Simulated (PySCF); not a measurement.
Below is a simulated gas-phase Cl 2p photoelectron spectrum of potassium chloride (`[Cl][K]`).

Every computed line was given a Gaussian of 0.7 eV full width at half maximum and an area set by the number of equivalent atoms (split 2:1 within a doublet); the highest printed point is 100. Method: delta-SCF UKS SCAN, pcX-2 on the ionised atom, pcseg-1 elsewhere, spin-free X2C (PySCF 2.14.0).

(binding energy (eV), intensity): (201.1, 0), (201.2, 1), (201.3, 2), (201.4, 5), (201.5, 11), (201.6, 21), (201.7, 36), (201.8, 56), (201.9, 76), (202.0, 92), (202.1, 100), (202.2, 97), (202.3, 84), (202.4, 65), (202.5, 45), (202.6, 28), (202.7, 15), (202.8, 8), (202.9, 4), (203.0, 3), (203.1, 4), (203.2, 8), (203.3, 14), (203.4, 23), (203.5, 33), (203.6, 42), (203.7, 49), (203.8, 50), (203.9, 46), (204.0, 38), (204.1, 28), (204.2, 18), (204.3, 11), (204.4, 6), (204.5, 3), (204.6, 1), (204.7, 0), (204.8, 0)

Task: How many maxima does the curve show, and how many computed lines lie under it?

Result: The curve has 2 maxima (at 202.1 and 203.8 eV). Under it lie 2 lines from 1 inequivalent chlorine site, drawn as a 2p3/2, 2p1/2 pair.

Task: Decompose the envelope and assign each component. Numbering: `[Cl:1][K:2]`.

Result: 
```json
{"position (eV)": "202.12", "relative area": "0.67", "line": "Cl 2p3/2", "atoms": "Cl1", "environment": "chlorine bonded to K"}
{"position (eV)": "203.78", "relative area": "0.33", "line": "Cl 2p1/2", "atoms": "Cl1", "environment": "chlorine bonded to K"}
```

Task: What are the centre and the root-mean-square width of the whole band?

Result: The area-weighted mean of the lines is 202.67 eV. Their own spread about it is 0.78 eV (rms) and each Gaussian has σ = 0.7/2.355 = 0.30 eV; the variances add, which gives 0.83 eV.

No satellites, vibrations or lifetime broadening are included. For 2p shells one spin-free hole was relaxed; a mean-field spin–orbit operator and the ground-state splitting of the three 2p orbitals were then diagonalised within the shell. The shell's mean is (2 × 2p3/2 + 2p1/2)/3, and the degeneracies 2j + 1 give areas of 2:1. 2p1/2 minus 2p3/2 (ligand field included): Cl 1.65 eV. Geometry: PBE0-D3(BJ)/def2-SVP; no solvent, vibrations or thermal averaging.

The run took 1.5 s wall on one thread, Intel Xeon Platinum 8488C (x86_64) (shared host), and the process peaked at 0.34 GiB of memory.
